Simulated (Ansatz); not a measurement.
Input for Ansatz (a first-principles code): R-PBE0/def2-TZVPPD on H4OSi (SMILES O[SiH3]). Files ending in .json are basis or fitting sets from the Basis Set Exchange.

Ansatz 0.2 input:
```yaml
crystal:
  periodic: [false, false, false]
  atoms:
    - {symbol: O, position_ang: [-0.47734403, -1.23093424, 3.80155389]}
    - {symbol: Si, position_ang: [-0.02216876, 0.29556817, 4.23618521]}
    - {symbol: H, position_ang: [-0.61174100, -1.41165480, 2.86721779]}
    - {symbol: H, position_ang: [1.11411105, 0.77343335, 3.40748007]}
    - {symbol: H, position_ang: [0.38526541, 0.21481561, 5.65273703]}
    - {symbol: H, position_ang: [-1.13131998, 1.26938085, 4.08879099]}
basis:
  gaussian:
    orbitals: def2-TZVPPD.json
hamiltonian:
  xc: {name: PBE0}
scf: {lower_state_search: off}
```

The log:

```
Functional definition: PBE0
[...]
these checks for a lower state are left out or cut short: stability, starts, cluster_reference, orbital_swaps, neighbouring_geometries, increment
integrals: 0.05 GiB planned
742 factors; their error is unknown
mean field: 0.53 GiB planned
mean field evaluation 1: about -9982.1891 eV, gradient 5.1e1 eV
mean field evaluation 2: about -9973.2598 eV, gradient 8.6e1 eV
mean field evaluation 4: about -9986.2934 eV, gradient 1.1e0 eV
mean field evaluation 8: about -9986.3187 eV, gradient 2.5e-2 eV
mean field -9986.31869701 eV, -366.9904431453 hartree, gradient 5.6e-6 eV, S^2 0.000000; 0 other end points of the search recorded, 0 dependent functions left out
reference -9986.31872938 eV, -366.9904443346 hartree; 13, 13 occupied and 143, 143 virtual orbitals, 742 factors
Total energy: -9986.31872938 eV, -366.9904443346 hartree
Checks for a lower state left out: stability, starts, cluster_reference, orbital_swaps, neighbouring_geometries, increment
```

The run converged.

Cost: around 2.7 core-seconds (rough).
